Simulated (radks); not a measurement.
Results of a calculation; reference values are marked as such.
Ar6+, 12 electrons, occupied as [Ne] 3s2.

Code: a radial shooting solver on a logarithmic mesh with Libxc functionals. Model: Dirac Kohn-Sham, PBE, spin-unpolarised, spherical densities, finite nucleus; Fermi nuclear charge, rms radius 3.4274 fm.

Energy parts (hartree):
part                       energy
total                  -517.87196
kinetic                 521.24563
electron-nucleus      -1184.92668
Hartree                 173.50292
exchange-correlation    -27.69383

Orbitals (lengths in bohr, moments of r in powers of bohr; <r^-3> diverges for s and p1/2; r(max) is where P^2 peaks):
| orbital | occ. | eigenvalue (hartree) | <r^-3> | <1/r> | <r^2> | r(max) |
|---|---|---|---|---|---|---|
| 1s1/2 | 2 | -119.0391 | - | 17.70 | 0.009882 | 0.05606 |
| 2s1/2 | 2 | -15.05864 | - | 3.583 | 0.2003 | 0.3375 |
| 2p1/2 | 2 | -12.67515 | - | 3.502 | 0.1708 | 0.2781 |
| 2p3/2 | 4 | -12.59143 | 127.5 | 3.472 | 0.1727 | 0.2799 |
| 3s1/2 | 2 | -4.26481 | - | 1.188 | 1.600 | 1.075 |
| 3p1/2 | 0 | -3.65217 | - | 1.112 | 1.747 | 1.105 |
| 3p3/2 | 0 | -3.63983 | 18.85 | 1.107 | 1.759 | 1.109 |
| 4s1/2 | 0 | -1.92177 | - | 0.5805 | 6.660 | 2.385 |

The highest occupied level is 3s1/2 at -116.05 eV. The density falls to 0.001 e/bohr^3 at r = 2.39 bohr. Summed over all electrons, <r^2> = 4.652 bohr^2, which gives a Langevin (diamagnetic) susceptibility term of -3.68 x 10^-6 cm^3/mol. The electron density at the nucleus is 4359 e/bohr^3. For comparison, the ionisation energy in NIST's Atomic Spectra Database is 124.4 eV (semi-empirical). In exact Kohn-Sham theory the highest level is minus the ionisation energy, but local and semilocal functionals leave it too shallow, through self-interaction and a potential that decays too fast; potentials with the right tail come closer.
